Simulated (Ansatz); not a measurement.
GaH$_{3}$O, singlet: a relaxation.

Input (in.yaml):

```yaml
crystal:
  periodic: [false, false, false]
  atoms:
    - {symbol: Ga, position_ang: [-0.969104, 0.399523, 0.017065]}
    - {symbol: O, position_ang: [0.664168, -0.733906, -0.188245]}
    - {symbol: H, position_ang: [-0.138211, -0.271794, -1.237371]}
    - {symbol: H, position_ang: [-1.132567, 1.046377, 1.461426]}
    - {symbol: H, position_ang: [1.575713, -0.440200, -0.052875]}
basis:
  gaussian: {orbitals: 6-31G}
hamiltonian: {xc: pbe, dispersion: d4}
relax: {f_tol: 0.01, max_steps: 60, escape_saddle: true}
```

Run by:

```bash
ansatz run in.yaml --threads 2 --pin off --events-out ev --progress --plain --max-ram 4352MiB
```

The run's output (Ansatz 0.2.0):

```
Error: invalid value for `relax.escape_saddle`: a Gaussian basis doesn't support `true`; leave it out, and run phonons on the result
```

Hardware: 2 CPU threads of an Arm Neoverse V2, shared host. Wall time about 0.05 s.


The program refused the input.